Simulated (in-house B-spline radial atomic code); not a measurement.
Configurations of Te4+, with energies counted from [Kr] 4d10 5s2. Method: scalar-relativistic (X2C) r2SCAN0, spin-polarised, spherical fractional occupations, exact exchange averaged over the configuration, Fermi nucleus of rms radius 4.7423 fm. Calculated with an all-electron radial atomic-structure program (B-spline basis). Shells without spins written out take the highest spin.

Occupations are held fixed; configurations that lie above the ionisation limit could autoionise.

| configuration | E - E(ref) (eV) | highest orbital | its <r> (bohr) |
| --- | --- | --- | --- |
| [Kr] 4d10 5s1 5f1 | 40.927 | 5f up | 4.642 |
| [Kr] 4d10 5s1 6f1 | 46.376 | 6f up | 7.544 |
| [Ar] 3d10 4s2 4p5 4d10 5s2 5p1 | 123.41 | 5p up | 2.059 |
| [Ar] 3d10 4s2 4p5 4d10 4f1 5s2 | 144.41 | 4f up | 1.95 |
| [Ar] 3d10 4s2 4p5 4d10 5s2 5f1 | 155.09 | 5f up | 4.396 |
| [Ar] 3d9 4s2 4p6 4d10 4f1 5s2 | 603.79 | 4f up | 1.931 |

(1) Order these further configurations by energy, lowest first.
A. [Ar] 3d10 4s2 4p5 4d10 5s2 6s1
B. [Kr] 4d9 5s2 5d1
C. [Kr] 4d10 5s1 6s1
D. [Kr] 4d10 5s1 6d1
E. [Ar] 3d9 4s2 4p6 4d10 5s2 5p1

(2) How far above the reference does [Ar] 3d9 4s2 4p6 4d10 5s2 5d1 lie?

Answers

(1) C (29.377 eV), D (39.77 eV), B (62.947 eV), A (143.89 eV), E (582.47 eV).

(2) 599.82 eV; its least bound orbital is 5d up with <r> = 2.667 bohr.
